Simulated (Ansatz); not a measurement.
Ansatz (a program for electronic structure) input (CCSD(T)/def2-SVPD):

Ansatz 0.2 input:
```yaml
crystal:
  periodic: [false, false, false]
  atoms:
    - {symbol: Sb, position_ang: [-0.00310698, 0.00169950, 0.58026443]}
    - {symbol: Cl, position_ang: [-1.79854499, -0.98837681, -0.58702140]}
    - {symbol: Cl, position_ang: [0.04947840, 2.05191779, -0.58603087]}
    - {symbol: Cl, position_ang: [1.75838752, -1.06863949, -0.56774103]}
basis:
  gaussian:
    orbitals: def2-SVPD
magnetization: {spin_polarized: false}
correlation: {method: ccsd_t, electrons: outside_noble_gas}
output: {forces: true}
```

Output:

```
Functional definition: HF
integrals: 0.19 GiB planned
1150 factors; integrals over basis functions are off by at most 1.9e-4 eV
mean field: 0.65 GiB planned
mean field evaluation 1: about -44010.9754 eV, gradient 2.5e1 eV
mean field evaluation 2: about -44011.1082 eV, gradient 2.5e1 eV
mean field evaluation 4: about -44013.1842 eV, gradient 1.5e0 eV
mean field evaluation 8: about -44013.2149 eV, gradient 1.3e-1 eV
mean field evaluation 16: about -44012.3916 eV, gradient 1.5e1 eV
mean field -44013.21509913 eV, -1617.4558216642 hartree, gradient 1.5e-6 eV, S^2 0.000000; 0 other end points of the search recorded, 0 dependent functions left out
24 core orbitals not correlated
reference -44013.21509913 eV, -1617.4558216642 hartree; 13, 13 occupied and 76, 76 virtual orbitals, 1150 factors
densities: 0.67 GiB planned
second order -14.34972354 eV of doubles, -0.00000000 eV of singles
coupled cluster: 0.44 GiB planned
cycle   1  -15.04002776 eV  change   -6.9e-1 eV  update   9.0e-2
cycle   2  -15.33805803 eV  change   -3.0e-1 eV  update   2.7e-2
cycle   3  -15.40847000 eV  change   -7.0e-2 eV  update   1.5e-2
cycle   4  -15.40408651 eV  change    4.4e-3 eV  update   3.7e-3
cycle   5  -15.40219492 eV  change    1.9e-3 eV  update   1.6e-3
cycle   6  -15.40208505 eV  change    1.1e-4 eV  update   5.3e-4
cycle   7  -15.40212594 eV  change   -4.1e-5 eV  update   1.9e-4
cycle   8  -15.40215583 eV  change   -3.0e-5 eV  update   5.6e-5
cycle   9  -15.40215061 eV  change    5.2e-6 eV  update   1.9e-5
cycle  10  -15.40214247 eV  change    8.1e-6 eV  update   6.2e-6
perturbative correction -0.50354850 eV, -0.0185050661 hartree
the calculation of the forces begins
Total energy: -44029.12079009 eV, -1618.0403450260 hartree
Atom 0 at    -0.003107     0.001700     0.580264 Å, force    -0.005058     0.002767     0.944597 eV/Å
Atom 1 at    -1.798545    -0.988377    -0.587021 Å, force    -0.419042    -0.231334    -0.316444 eV/Å
Atom 2 at     0.049478     2.051918    -0.586031 Å, force     0.012515     0.478645    -0.316212 eV/Å
Atom 3 at     1.758388    -1.068639    -0.567741 Å, force     0.411585    -0.250077    -0.311941 eV/Å
Dipole moment:    -0.003014     0.001649     0.562918 e Å
```
